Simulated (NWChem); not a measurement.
Species: BH$_{2}$SF; SMILES FBS

```xyz
5

B     -0.5391    -0.6030     0.0000
F      0.2966    -1.6420     0.0000
H     -1.7375    -0.8044     0.0000
S      0.1746     1.0567     0.0000
H     -1.0299     1.6900     0.0000
```
Atoms are numbered in this order, from 1.

Program: NWChem. Geometry: optimised at PBE-D3(BJ)/def2-SVP. Level PBE/def2-SVP: energy and gradient on several grids; changes count from the extra-fine grid, which is no exact limit either.

Question: Which is the coarsest grid (medium; coarse; fine; xcoarse; xfine) from which on the energy stays within 50 μHa and each gradient component within 100 μHa/bohr of xfine?

Answer: medium.
```tsv
grid	size of the energy change (μHa)	largest change of a gradient component (μHa/bohr)
xcoarse	100	4000
coarse	< 10	300
medium	< 10	< 30
fine	< 10	< 30
xfine	< 10	< 30
```
